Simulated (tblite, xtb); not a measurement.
F₃OTa, charge +1, doublet, geometry from GFN2-xTB (such geometries of metal compounds can be far from the true shape) (the multiplicity is a formal guess). Base run: GFN1-xTB (xtb).

xtb was given this input:
```
$ xtb mol.xyz --gfn 1 --chrg 1 --uhf 1 --json

# file mol.xyz
5

Ta     0.01101650     0.00590540    -0.01270851
O      1.12139696     0.60112519    -1.29363116
F      0.94463964    -0.94155082     1.20303971
F     -1.25157655    -1.04748555    -0.74999780
F     -0.77921640     1.40680355     0.79993258
```

Programs used: tblite, xtb; a row that names a program was run with it.

The base run was repeated with changes; each row names its change, and settings that it needs were set with it.

```
change                                                     ΔE vs base (kcal/mol)  G_solv (kcal/mol)  SCF cycles
---------------------------------------------------------  ---------------------  -----------------  ----------
base                                                                       0.000                  -          15
etemp = 3000                                                              -12.84                  -          13
program = tblite; method = gfn1; option = (--etemp, 2000)                  -7.37                  -           -
alpb = cs2                                                                -40.65             -40.77          13
etemp = 5000                                                              -24.75                  -          12
etemp = 10000                                                             -61.18                  -          11
gbsa = water                                                              -49.85             -49.95          15
acc = 30                                                                   0.000                  -          14
alpb = ch2cl2                                                             -49.61             -49.70          13
etemp = 1000                                                               -2.61                  -          17
gbsa = acetonitrile                                                       -50.51             -50.69          14
```

ALPB and GBSA are two models with their own fitted parameters for each solvent, which aren't always the measured dielectric constant.
